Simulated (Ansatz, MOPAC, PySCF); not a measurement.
Isomers of H5B3O. Isolated molecules, 0 K electronic values unless said otherwise. One relaxed conformer stands for each flexible species; it need not be the lowest. Strings in code marks are SMILES.

Quantity: vertical ionisation energy (energy after one electron is removed minus that of the parent at the parent's geometry), in eV.

Level 1: frozen-core MP2/cc-pVTZ // r2SCAN-D4/def2-TZVP (Ansatz, a program for electronic structure)
Level 2: PBE/6-31G* // r2SCAN-D4/def2-TZVP (PySCF)
Level 3: minus the HOMO energy of PBE-D3(BJ)/def2-TZVP // r2SCAN-D4/def2-TZVP (PySCF)
Level 4: minus the HOMO energy of PM7 // r2SCAN-D4/def2-TZVP (MOPAC)

```tsv
species	level 1	level 2	level 3	level 4
`BB(B)O`	9.72	9.12	6.05	9.60
`BBBO`	10.25	9.51	6.50	9.96
`BBOB`	10.47	9.85	6.75	9.74
```
